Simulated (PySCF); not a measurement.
Constitutional and geometric isomers with formula CH4BN. Gas-phase values, no solvent. One relaxed conformer stands for each flexible species; it need not be the lowest. Strings in code marks are SMILES.

The HOMO from two functionals at the same geometries (PBE0-D3(BJ)/def2-TZVP), both in PySCF: PBE-D3(BJ)/def2-TZVP and ωB97X-D3(BJ)/def2-TZVP. 

```csv
species,PBE-D3(BJ)/def2-TZVP (eV)
`NB=C`,-4.88
`[H]/B=C/N`,-4.23
`BN=C`,-6.64
`B/C=N\[H]`,-6.07
```

Problem. What does ωB97X-D3(BJ)/def2-TZVP give for each?

Solution. 
- `NB=C`: -8.37
- `[H]/B=C/N`: -7.65
- `BN=C`: -10.39
- `B/C=N\[H]`: -9.96
Over these rows, drawn at random from the members with no instability flagged (it was tested for open shells, ions and some series alone), PBE minus ωB97X-D3(BJ): mean +3.64 eV, from +3.41 eV to +3.89 eV.
